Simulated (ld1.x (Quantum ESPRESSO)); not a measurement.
**What one change does to a pseudopotential (cobalt (Co), RRKJ)**

- Element: Co
- Generator: ld1.x (Quantum ESPRESSO) 7.5
- Type: norm-conserving RRKJ (Kleinman–Bylander form)
- Functional: LDA (PZ)
- Relativity: scalar-relativistic
- Frozen core: [Ne]
- Valence charge: 17
- Reference configuration: 3s2 3p6 3d7 4s0 4p0 (charge +2)
- Partial waves: 3p (bound): rc 1.05 bohr; 3d (bound): rc 0.80 bohr; 3s (bound): rc 1.15 bohr
- Local potential: the s channel
- Core correction: a·sin(br)/r model core inside 0.45 bohr
- rho0: 0.02

Change: reference 3s2 3p6 3d7 4s2 4p0 (4s counted twice).

Cutoffs: the cutoffs (Ry, on a coarse ladder) from which the occupation-weighted sum of valence levels, in a spherical-Bessel basis at the reference potential, stays within 10 and 1 mRy of its value at 400 Ry; they do not see the model core or the augmentation charge, which bear on the density cutoff. Errors are all-electron minus pseudo energies relative to the spin-unpolarised reference configuration.

Question: What does the change do?

Answer: The potential gets neither clearly harder nor softer (230 Ry and 300 Ry → 230 Ry and 260 Ry); the miss of the reference levels goes from 0.00 to 0.55 eV; the range in which the s phases agree widens (upper end -1.5 → -0.0); the range in which the p phases agree widens (upper end 2.0 → 3.5); neither file shows a bound ghost at the reference potential, the only one tested. In the changed file ld1.x takes every shell without a wave as core, so the model core holds the 4s electrons as well and exchange and correlation see them twice. This cancels in the reference configuration, but the file is broken for other ones, and its errors say nothing about a proper core correction.

```csv
quantity,base,changed
"cutoff, loose",230 Ry,230 Ry
"cutoff, tight",300 Ry,260 Ry
bound ghosts,none,none
"largest miss of a reference level, eV",0.00,0.55
"largest error over its own tests, meV",+1877,-3815
s: phases at 1.25 bohr within 0.05 rad from the reference energy up to (Ry; the scan ends near 5),-1.5,-0.0
p: phases at 1.25 bohr within 0.05 rad from the reference energy up to (Ry; the scan ends near 5),2.0,3.5
d: phases at 1.25 bohr within 0.05 rad from the reference energy up to (Ry; the scan ends near 5),to the end of the scan,to the end of the scan
```

Changed file: These tests converged, but a pseudo level misses the all-electron one widely, so the file describes the atom poorly there or has found another state: 3s2 3p6 3d7 4s0 4p0: empty 4s by 2.2 eV.
